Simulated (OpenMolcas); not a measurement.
An OpenMolcas run meant for Pm4+ (ANO-RCC-VTZP, DKH3; inactive shells 1s 2s 2p 3s 3p 3d 4s 4p 4d 5s 5p; intended active space 3 electrons in 7 orbitals (4f)). One step of its input:

```
&CASPT2
Multistate=21 1 2 3 4 5 6 7 8 9 10 11 12 13 14 15 16 17 18 19 20 21
Frozen=14 9
IPEA=0.25
Shift=5.0
MaxIter=60
WThr=0.0 0.3 0.05
PrWF=0.5
NoMix
```

The run finished. Its levels beside those of a sound run (SS-CASPT2, IPEA 0.25 Eh, imaginary shift 0.1 Eh (closed shells correlated: 5s 5p)), in cm⁻¹ above each run's lowest level:

| Level | This run | Usual run |
| --- | --- | --- |
| 4f³ ⁴I°_9/2 | 0.0 | 0.0 |
| 4f³ ⁴I°_11/2 | 2590 | 2605 |
| 4f³ ⁴I°_13/2 | 5348 | 5369 |
| 4f³ ⁴I°_15/2 | 8183 | 8199 |
| 4f³ ²H°_9/2 [71 %] | 16790 | 16121 |
| 4f³ ⁴F°_3/2 | 16945 | 16208 |
| 4f³ ⁴F°_5/2 | 17956 | 17219 |
| 4f³ ⁴F°_7/2 | 18923 | 18182 |
| 4f³ ⁴S°_3/2 | 19361 | 18627 |

Q: Which setting is unsound, and how much does it matter here?

A: The level shift is far above the usual 0.1 to 0.3 hartree and damps the second-order energy. Against the sound run the excited levels shown move by 460 cm-1 on average and by 740 cm-1 at most.

CASPT2 does not keep the components of a term degenerate, so their means are used; among the terms shown or strongly mixed into the levels shown the widest spread is 260 cm-1 (4f³ ⁴I°, the sound run). High states are left out of the spin-orbit mixing, which shifts the levels that they would mix with. Levels of configurations outside the active space are missing.

A share in square brackets marks a mixed level and gives the weight of the term that names it, the lowest over the columns. ° marks odd parity.
